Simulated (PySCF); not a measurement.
Isomers of C7H5NO2, one GFN2-xTB conformer each. Single-point energies are computed at PBE0/pcSseg-1 (PySCF, gas phase, no added dispersion term), electronic only.

```
         SMILES  GFN2-xTB relative energy (kJ/mol)
 O=CC#CC#CCNC=O                              309.8
 Oc1ccc2cnoc2c1                                0.0
C=Nc1coc2ccoc12                               29.9
```

Conformers: `[O:1]=[CH:2][C:3]#[C:4][C:5]#[C:6][CH2:7][NH:8][CH:9]=[O:10]` with C6–C7–N8–C9 -120°, C7–N8–C9–O10 -2°; `[OH:1][c:2]1[cH:3][cH:4][c:5]2[cH:6][n:7][o:8][c:9]2[cH:10]1` with H–O1–C2–C3 180°; `[CH2:1]=[N:2][c:3]1[cH:4][o:5][c:6]2[cH:7][cH:8][o:9][c:10]12` with C1–N2–C3–C4 180°.

**Question.** What does PBE0/pcSseg-1 give for the same structures?

**Answer.** 
| SMILES | PBE0/pcSseg-1 E (Eh) | PBE0/pcSseg-1 (kJ/mol) | GFN2-xTB (kJ/mol) | point group |
| --- | --- | --- | --- | --- |
| Oc1ccc2cnoc2c1 | -474.32001 | 0.0 | 0.0 | Cs |
| C=Nc1coc2ccoc12 | -474.27175 | 126.7 | 29.9 | Cs |
| O=CC#CC#CCNC=O | -474.22223 | 256.7 | 309.8 | C1 |

Both levels put the same isomer lowest; measured from each level's own lowest isomer, the values differ by up to 96.8 kJ/mol (C=Nc1coc2ccoc12: 29.9 against 126.7). As drawn, the lowest has an aromatic ring, an N–O linkage and an O–H bond, which the highest lacks; the highest has a C=O bond, a C≡C bond and an N–H bond, which the lowest lacks.

**Question.** Which frontier levels, dipoles and rotational constants go with these structures?

**Answer.** 
| SMILES | HOMO (eV, PBE0/pcSseg-1) | LUMO (eV) | dipole (D) | A, B, C (MHz) |
| --- | --- | --- | --- | --- |
| Oc1ccc2cnoc2c1 | -6.85 | -1.16 | 2.50 | 3584, 1071, 824.6 |
| C=Nc1coc2ccoc12 | -6.23 | -1.09 | 1.75 | 2540, 1355, 883.7 |
| O=CC#CC#CCNC=O | -7.78 | -2.64 | 4.54 | 6770, 328.6, 325.1 |
